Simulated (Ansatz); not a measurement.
CH7BN2, SMILES `CB(N)N`, relaxed with RKS PBE0-D4/def2-TZVP in the Gaussian-basis code of Ansatz from a PBE-D4/def2-SVP geometry. The force threshold is 0.005 eV/Å; the program also tests the step.

Charge 0, multiplicity 1.

Start:

```xyz
11

C    -0.556    0.667    1.078
B     0.077   -0.103   -0.166
N    -0.721   -1.011   -0.922
N     1.444    0.122   -0.508
H    -0.410    1.765    0.991
H    -1.643    0.486    1.198
H    -0.066    0.360    2.027
H    -0.386   -1.545   -1.723
H    -1.698   -1.184   -0.700
H     2.031    0.775    0.007
H     1.927   -0.330   -1.282
```

| step | energy (eV) | largest force (eV/Å) | largest move (Å) |
| --- | --- | --- | --- |
| 1 | -4806.3878 | 0.595 | 0.000 |
| 2 | -4806.4252 | 0.141 | 0.019 |
| 3 | -4806.4279 | 0.015 | 0.008 |
| 4 | -4806.4279 | 0.024 | 0.008 |
| 5 | -4806.4280 | 0.004 | 0.007 |
| 6 | -4806.4280 | 0.011 | 0.010 |
| 7 | -4806.4280 | 0.031 | 0.041 |
| 8 | -4806.4281 | 0.018 | 0.005 |
| 9 | -4806.4281 | 0.012 | 0.010 |
| 10 | -4806.4282 | 0.043 | 0.045 |
| 11 | -4806.4283 | 0.041 | 0.015 |
| 12 | -4806.4284 | 0.032 | 0.014 |
| 13 | -4806.4285 | 0.032 | 0.041 |
| 14 | -4806.4286 | 0.034 | 0.021 |
| 15 | -4806.4286 | 0.041 | 0.031 |
| 16 | -4806.4287 | 0.032 | 0.014 |
| 17 | -4806.4288 | 0.014 | 0.010 |
| 18 | -4806.4289 | 0.016 | 0.015 |
| 19 (rejected) | -4806.4289 | 0.037 | 0.050 |
| 20 | -4806.4289 | 0.012 | 0.024 |
| 21 | -4806.4289 | 0.027 | 0.035 |
| 22 | -4806.4289 | 0.015 | 0.006 |
| 23 (rejected) | -4806.4289 | 0.038 | 0.005 |
| 24 | -4806.4290 | 0.004 | 0.002 |
| 25 | -4806.4290 | 0.004 | 0.009 |
| 26 | -4806.4290 | 0.007 | 0.013 |
| 27 | -4806.4290 | 0.006 | 0.008 |
| 28 | -4806.4290 | 0.004 | 0.006 |

End:

```xyz
11

C    -0.550    0.671    1.068
B     0.076   -0.088   -0.171
N    -0.688   -1.059   -0.861
N     1.407    0.190   -0.566
H    -0.135    1.673    1.199
H    -1.636    0.771    0.993
H    -0.345    0.119    1.992
H    -0.349   -1.604   -1.633
H    -1.633   -1.274   -0.604
H     1.970    0.874   -0.097
H     1.883   -0.274   -1.320
```

Run time 76 s (2 threads of a server CPU on a shared host); peak host memory 0.33 GiB.
